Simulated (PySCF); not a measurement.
C4H6Si, SMILES C1C=C[SiH2]C=1 (connectivity only; charge and spin as stated), charge +1, multiplicity 2. Atoms are numbered in the order given.

```xyz
11

C      0.0000     0.7161    -1.3573
C      0.0000     1.3336    -0.0920
Si     0.0000     0.0000     1.2747
C      0.0000    -1.3336    -0.0920
C      0.0000    -0.7161    -1.3573
H      0.0000     1.2850    -2.3029
H      0.0000     2.4334    -0.0029
H     -1.2614     0.0000     2.0784
H      1.2614     0.0000     2.0784
H      0.0000    -2.4334    -0.0029
H      0.0000    -1.2850    -2.3029
```
Charge +1, spin multiplicity 2.

Geometry optimised at PBE-D3(BJ)/def2-SVP. The spin state was assumed, not searched.

Two levels are set side by side: PBE/pcH-1 (PySCF) and PBE0/pcH-1 (PySCF). Contact hyperfine couplings, same geometry. Differences are taken from unrounded values.

```csv
quantity,PBE0,PBE,PBE minus PBE0
"A(iso) of 13C, atom C1 (MHz)",-9.7,-6.6,3.2
"A(iso) of 13C, atom C2 (MHz)",39.5,33.4,-6.1
"A(iso) of 29Si, atom Si3 (MHz)",29.1,23.0,-6.1
"A(iso) of 13C, atom C4 (MHz)",39.5,33.4,-6.1
"A(iso) of 13C, atom C5 (MHz)",-9.7,-6.6,3.2
"A(iso) of 1H, atom H6 (MHz)",-5.8,-7.7,-1.9
"A(iso) of 1H, atom H7 (MHz)",-35.5,-30.4,5.1
"A(iso) of 1H, atom H8 (MHz)",-3.4,-7.8,-4.4
"A(iso) of 1H, atom H9 (MHz)",-3.4,-7.8,-4.4
"A(iso) of 1H, atom H10 (MHz)",-35.5,-30.4,5.1
"A(iso) of 1H, atom H11 (MHz)",-5.8,-7.7,-1.9
```

Rough cost on one machine, each run with all the roots and properties that it gave: PBE0 against PBE within a factor of 2.
